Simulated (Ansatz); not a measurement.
CH7BOSi2 can be A, `OB1[SiH2]C1[SiH3]`, or B, `C[Si]1([SiH3])BO1`.

Program: Ansatz. Geometries: PBE0-D4/def2-TZVP. ΔE: electronic, gas phase. CCSD(T)/CBS adds triple-zeta CCSD(T) − MP2 to the extrapolated MP2 energy (def2 sets, frozen cores). DFT in def2-TZVPP. B3LYP here is the variant with VWN-RPA as its local correlation; programs differ in this. One conformer a species, not always the lowest.

**Question.** Which is lower in electronic energy at CCSD(T)/CBS, and by how much? (Best estimate.)

**Answer.** Ansatz gave: B, by 68.0 kJ/mol.

**Question.** Give E(B) − E(A) in kJ/mol with B3LYP, B2PLYP, ωB97M-V, PBE-D4, r2SCAN-D4, HF/def2-TZVPP, PBE0-D4. (An estimate is asked.)

**Answer.** The calculation gave: B3LYP -75.5, B2PLYP -72.5, ωB97M-V -63.9, PBE-D4 -70.9, r2SCAN-D4 -69.9, HF/def2-TZVPP -68.1, PBE0-D4 -65.6. None reverses the order clearly.

Largest T1 diagnostic: 0.016.

From PBE to PBE0 (25 % exact exchange), in def2-TZVPP and without D4, E(B) − E(A) moves by +5.7 kJ/mol. The D4 term adds +3.2 kJ/mol with B3LYP and +1.4 kJ/mol with PBE0; it sums over pairs of atoms, weighted by their polarisabilities, and B3LYP, whose exchange is more repulsive, gets the larger term.
